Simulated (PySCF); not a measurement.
C6H7FN2Si.
Numbering: `[CH3:1][SiH2:2][C:3]#[C:4][c:5]1[n:6][cH:7][nH:8][c:9]1[F:10]`

NICS = −σ at a ghost point: NICS(0) at the centroid of the ring atoms, NICS(1) 1 Å to either side along the normal of their mean plane, zz for the tensor component along that normal. Level: GIAO PBE0/pcSseg-1 (PySCF, non-relativistic, gas phase) on the GFN2-xTB geometry, one conformer.

Ring bond lengths (Å), with Mayer bond orders in brackets: C5–N6 1.372 (1.29), N6–C7 1.296 (1.67), C7–N8 1.362 (1.13), N8–C9 1.363 (1.17), C9–C5 1.374 (1.47).

Q: What do the NICS probes read (ppm)?

A: 
```json
{"ring": "C5–N6–C7–N8–C9", "type": "5-membered ring with 2 N; formal bonds all aromatic", "NICS(0)": "-14.2", "NICS(1), two faces": "-10.1 / -10.1", "NICS(1)zz, two faces": "-25.4 / -25.4", "rms pucker (Å)": "0.00", "centre to ring atoms, mean (Å)": "1.15"}
```

Q: What can be read from them?

A: 
- C5–N6–C7–N8–C9: mean NICS(1)zz -25.4 ppm, shielded, aromatic by this magnetic criterion (flat ring, no four-coordinate atom).

Q: How equal are the bonds by HOMA? Use HOMA with the parameters of Krygowski (1993).

A: 
- C5–N6–C7–N8–C9: HOMA 0.90; the largest term is that of N6–C7, α(R − Ropt)² = 0.14. The geometric and the magnetic index point the same way.

Q: Give the inner angles of the rings and the Hirshfeld charges of the ring atoms.

A: 
- C5–N6–C7–N8–C9: C5 107.9° (-0.005 e), N6 106.8° (-0.192 e), C7 112.3° (+0.043 e), N8 105.5° (-0.069 e), C9 107.6° (+0.120 e); sum 540.0° against 540° for a flat convex ring.
